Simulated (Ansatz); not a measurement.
Worked example: CH3Cl + GeH2(CH3)I → CH2ClI + GeH3(CH3)

Species: CH3Cl `CCl`, singlet; GeH2(CH3)I, singlet; CH2ClI (chloroiodomethane) `ClCI`, singlet; GeH3(CH3) (methyl germane), singlet. The partners trade H for I: C–H and Ge–I bonds give way to C–I and Ge–H.

Shapes, held fixed at every level: PBE0-D4/def2-TZVP. Programs: Ansatz 0.2.0. The zero-point and thermal change to 298 K, harmonic and unscaled (PBE0-D4/def2-TZVP), is -9.1 kJ/mol.

At CCSD(T)/def2-TZVPP; 1 Eh = 2625.50 kJ/mol:

| species | energy (Eh) |
| --- | --- |
| CH3Cl | -499.560551 |
| GeH2(CH3)I | -2413.827914 |
| CH2ClI | -796.094860 |
| GeH3(CH3) | -2117.237880 |

Task: Work out ΔH(298 K) of the reaction at this level.

Result: 
1. Products less reactants: (-796.094860) + (-2117.237880) − [(-499.560551) + (-2413.827914)] = 0.055725 Eh = +146.3 kJ/mol.
2. With the thermal change: +146.3 + (-9.1) = +137.2 kJ/mol.

Other levels give +129.5 (SPW92/def2-TZVPP) to +165.1 kJ/mol (HF/def2-SVP). No measured value is set beside it here. For atoms past krypton def2 sets carry core potentials with scalar relativity. Relativity is left out for Ge unless named. Correlated rows may include outer-core shells of Ge, I, which these sets cover unevenly.
